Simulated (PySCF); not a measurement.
A GIAO shielding run with PySCF (density fitting, non-relativistic, gas phase) on `CC(C)(C)S(=O)(=O)Cl`, C₄H₉ClO₂S:

```
$ OMP_NUM_THREADS=1 python probes_run.py task.json out

{"job": {"kind": "nmr", "xc": "LC-wPBE", "basis": "pcSseg-1", "pop": false}, "charge": 0, "multiplicity": 1}
C      5.781054     3.838975     6.040214
C      5.738162     4.375797     4.619508
C      4.388118     4.110935     3.950027
C      6.897305     3.900261     3.759798
S      5.800371     6.214327     4.703017
O      5.876393     6.757872     3.361676
O      4.813727     6.691522     5.650717
Cl     7.687657     6.544902     5.600017
H      5.681263     2.743496     6.002577
H      4.957374     4.245286     6.642919
H      6.732858     4.082352     6.532416
H      4.254764     3.022060     3.863153
H      4.348579     4.548223     2.942636
H      3.559054     4.515249     4.547786
H      6.817928     2.809034     3.639931
H      7.864601     4.127538     4.228374
H      6.868575     4.363983     2.764135
```

Hardware: 1 thread of an Intel Xeon Platinum 8259CL, shared host.

Question: How large is the calculation?

Answer: 82 electrons, 195 basis functions and 1058 auxiliary functions.

Question: How long does it take, and how much memory does it need?

Answer: 80 s of wall time, with 14 SCF cycles and 7 response iterations; peak memory 1.1 GiB. Times on a shared host scatter by some tens of per cent.

Question: And these other runs on the same molecule and hardware: GIAO shielding at B97-D/pcSseg-1; GIAO shielding at BLYP/pcSseg-1; GIAO shielding at CAM-B3LYP/pcSseg-1; GIAO shielding at LDA/pcSseg-1; GIAO shielding at OPBE/pcSseg-1?

Answer: B97-D/pcSseg-1: 195 functions, 79 s; BLYP/pcSseg-1: 195 functions, 71 s; CAM-B3LYP/pcSseg-1: 195 functions, 61 s; LDA/pcSseg-1: 195 functions, 57 s; OPBE/pcSseg-1: 195 functions, 75 s.
